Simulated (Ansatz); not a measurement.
Mulliken charges of `B[CH]([InH2])I` from PBE/def2-TZVPP in Ansatz (PBE0-D4/def2-TZVP geometry).

| atom | x (Å) | y (Å) | z (Å) | charge (e) |
| --- | --- | --- | --- | --- |
| B1 | -0.227 | 1.400 | -0.662 | -0.260 |
| C2 | 0.449 | 0.012 | -0.521 | -0.243 |
| In3 | 0.396 | -1.168 | 1.302 | 0.482 |
| I4 | -1.526 | -0.654 | -1.292 | 0.017 |
| H5 | -0.054 | 2.054 | -1.651 | 0.028 |
| H6 | -0.864 | 1.843 | 0.250 | 0.038 |
| H7 | 1.130 | -0.304 | -1.310 | 0.180 |
| H8 | 1.178 | -2.699 | 1.277 | -0.125 |
| H9 | -0.481 | -0.484 | 2.607 | -0.117 |

Task: By hand: the dipole of these point charges (1 e Å = 4.8032 D).

Result: Σ q r = (0.193, -0.474, 0.167) e Å, of length 0.538 e Å = 2.58 D.

Task: How does the dipole of the full density compare? (An estimate is asked.)

Result: The calculation gave: (0.132, -0.213, -0.037) e Å, 1.22 D; the point charges give 2.11 times that, at 28° from its direction.

Point charges leave out the atoms' own dipoles, such as those of lone pairs, and Mulliken's split depends on the basis, so the two needn't agree.
